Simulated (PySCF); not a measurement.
Start geometry of `FC(F)(F)CC[C@H]1CCOC1` from GFN2-xTB (Å):
```
atom  x, y, z in Å
F1     3.6354    0.5341   -0.8382
C2     3.1410    0.1560    0.3476
F3     3.1197    1.2438    1.1300
F4     4.1017   -0.6707    0.8557
C5     1.7811   -0.4984    0.2385
C6     0.7540    0.4858   -0.3368
C7    -0.5921   -0.1810   -0.5231
C8    -1.3071   -0.5509    0.7730
C9    -2.8152   -0.3965    0.4408
O10   -2.8887    0.1617   -0.8670
C11   -1.6487    0.7439   -1.1622
H12    1.5029   -0.8090    1.2590
H13    1.8596   -1.3629   -0.3961
H14    0.6434    1.3469    0.3350
H15    1.1127    0.8275   -1.3020
H16   -0.4938   -1.0549   -1.1427
H17   -1.0907   -1.5565    1.1033
H18   -1.0589    0.1444    1.5785
H19   -3.3399   -1.3680    0.3864
H20   -3.3526    0.2554    1.1451
H21   -1.5680    0.8172   -2.2650
H22   -1.5609    1.7362   -0.7464
```

Task: What comes out of this run: PBE0-D3(BJ)/def2-SVP geometry optimisation, gas phase (PySCF)?

Result: 
```
atom  x, y, z in Å
F1     3.6016    0.5546   -0.9242
C2     3.1571    0.1577    0.2745
F3     3.1577    1.2339    1.0723
F4     4.0531   -0.7034    0.7661
C5     1.7914   -0.4660    0.1817
C6     0.7473    0.4701   -0.4044
C7    -0.6287   -0.1621   -0.5107
C8    -1.2908   -0.5357    0.8203
C9    -2.7948   -0.4343    0.5126
O10   -2.9168    0.1558   -0.7655
C11   -1.6957    0.7516   -1.1046
H12    1.5156   -0.7858    1.1981
H13    1.8954   -1.3762   -0.4291
H14    0.6860    1.3792    0.2184
H15    1.0809    0.7978   -1.4026
H16   -0.5678   -1.0638   -1.1460
H17   -1.0017   -1.5334    1.1809
H18   -0.9991    0.1916    1.5965
H19   -3.2894   -1.4187    0.4836
H20   -3.3169    0.1759    1.2727
H21   -1.6411    0.8432   -2.2001
H22   -1.6015    1.7718   -0.6721
```

The energy falls by 0.150 eV over 9 energy and gradient evaluations, the largest force component goes from 0.0283 to 2.4e-04 Eh/bohr, and the atoms move by 0.053 Å rms after alignment. The bond that changes most is C11–H22 (sp3 carbon bound to oxygen to methylene hydrogen), which lengthens by 0.033 Å. Bonds longer at the end by more than 0.005 Å: 9 of 22; shorter: 7. Among the angles that change most is F1–C2–F4, from 103.9° to 107.3°. Rotational constants go from 2977, 423.9, 405.4 to 2948, 426.2, 406.8 MHz. The orientation of the end geometry is arbitrary; only internal coordinates are fixed.

The run used 209 basis functions and 59 SCF cycles in all. Hardware: one thread of an Intel Xeon at 2.50 GHz, no GPU, shared host. Cost: 8.4 min of wall time, 0.92 GiB resident at most.

Stationary, but not proved a minimum. One conformer, not necessarily the lowest.
